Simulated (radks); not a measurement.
Numerical settings for the tin ion Sn42+, [He] 2s2 2p4. All-electron calculation, Dirac Kohn-Sham, PBE, spin-unpolarised, spherical densities, finite nucleus; open shells fill j = l - 1/2 first; Fermi nuclear charge, rms radius 4.6519 fm. Program: a radial shooting solver on a logarithmic mesh with Libxc functionals. The defaults (mesh step 0.008 in ln r, mesh end at 40 bohr or more with all orbitals vanishing there, Anderson mixing 0.5 over 9 steps, residual threshold near 1e-9 with the energy settled to 1e-9 hartree or 1e-11 of itself, here a cap of 96 iterations) give E = -4235.9525 hartree and 2p3/2 at -6747.2 eV in 13 iterations. Run on one thread of a shared host, so times are rough (Intel(R) Xeon(R) Platinum 8488C): 0.06 s of CPU time, 0.06 s wall, 13 iterations on 2189 mesh points. Changes against that run (0 stands for a change within the tolerance of the run):

| setting | iterations | converged | E (mhartree) | e(2p3/2) (meV) | CPU (s) |
|---|---|---|---|---|---|
| mesh step in ln r 0.005 | 13 | yes | 0 | 0 | 0.09 |
| mesh step in ln r 0.003 | 15 | yes | 0 | 0 | 0.14 |
| mesh step in ln r 0.05 | 13 | yes | +0.000952 | -0.0197 | 0.02 |
| mesh end (bohr) 20 | 13 | yes | 0 | 0 | 0.05 |
| mesh end (bohr) 12 | 13 | yes | 0 | 0 | 0.05 |
| residual threshold 1e-13 | 96 | no | 0 | 0 | 0.24 |
| residual threshold 1e-16 | 96 | no | 0 | 0 | 0.24 |
| mixing 0.01 | 21 | yes | 0 | 0 | 0.07 |
| linear mixing, mixing 0.05 | 96 | no | +0.203 | -7.21e+03 | 0.3 |
| linear mixing, mixing 0.8 | 23 | yes | 0 | 0 | 0.07 |
| mixing history 20 | 16 | yes | 0 | 0 | 0.06 |
| iteration cap 5 | 5 | no | 0 | +30.8 | 0.02 |

No run marked as converged misses the energy by more than 1 mhartree. A mesh that ends early acts as a hard wall.
